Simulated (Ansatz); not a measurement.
Stretching the Si1–S2 bond in SiS (multiplicity 1 held). Energies count from the point at 1.938 Å.


R- and RO- levels are restricted; in cc, def2 and unpolarised 6-31G sets they are followed outwards from rest. U- levels take the lowest unrestricted solution at each point, which mixes spins at long bonds. Full CI gives the lowest state of the spin. Left out are points that failed, MP2 points in a non-variational dive below the minimum, coupled-cluster points behind a sign of a changed root (a jump of the amplitudes, or a one-step jump against full CI or MRCI), small-basis points behind a change of solution, and semi-empirical points at long bonds. Levels need not reach the same state.

Frozen-core correlation.

Run with Ansatz (Gaussian basis) for Hartree–Fock, density functionals and correlated methods. Values without a source in brackets are computed.

Energies in eV.

| R (Å) | R-MP2/6-31G | R-SCS-MP2/6-31G | U-CCSD/6-31G | U-CCSD(T)/6-31G | R-CCSDT(Q)/6-31G | FCI/6-31G |
|---|---|---|---|---|---|---|
| 1.550 | 6.33 | 6.30 | 6.26 | 6.34 | 6.35 | 6.35 |
| 1.744 | 1.61 | ? | 1.57 | 1.62 | 1.62 | 1.62 |
| 1.938 | 0.00 | 0.00 | 0.00 | 0.00 | 0.00 | 0.00 |
| 2.132 | -0.16 | -0.14 | -0.10 | -0.17 | -0.19 | -0.18 |
| 2.326 | 0.35 | 0.38 | 0.35 | 0.35 | 0.24 | 0.25 |
| 2.616 | 1.74 | ? | 1.39 | 1.34 | 1.08 | 1.23 |
| 2.907 | 3.86 | ? | 2.36 | 2.31 | -0.08 | 2.18 |
| 3.392 | 5.86 | 5.67 | 3.45 | 3.39 | 5.60 | 3.29 |
| 3.876 | 6.68 | 6.46 | 3.87 | 4.00 | 6.12 | 3.85 |
| 4.457 | 7.14 | 6.91 | 3.96 | 4.12 | 6.50 | 4.09 |
| 5.233 | 7.36 | 7.12 | 3.99 | 4.15 | left out | 4.17 |
| 6.202 | 7.42 | 7.18 | 4.01 | 4.17 | 6.69 | 4.20 |
| 7.752 | 7.44 | 7.20 | 4.01 | 4.17 | left out | 4.20 |

### Question
Some entries are withheld; supply them.

### Answer

- 1.744, R-SCS-MP2/6-31G: 1.60
- 2.616, R-SCS-MP2/6-31G: 1.77
- 2.907, R-SCS-MP2/6-31G: 3.77

Doubts at one or more of the structures used: a restricted determinant that unrestricted orbitals would lower (R-MP2/6-31G, R-SCS-MP2/6-31G, R-CCSDT(Q)/6-31G); a spin-contaminated determinant (U-CCSD/6-31G, U-CCSD(T)/6-31G); T1 above 0.05 (U-CCSD/6-31G, U-CCSD(T)/6-31G, R-CCSDT(Q)/6-31G); the program's own flag: large difference (U-CCSD/6-31G, U-CCSD(T)/6-31G).

Ansatz is a quantum-chemistry and plane-wave program.
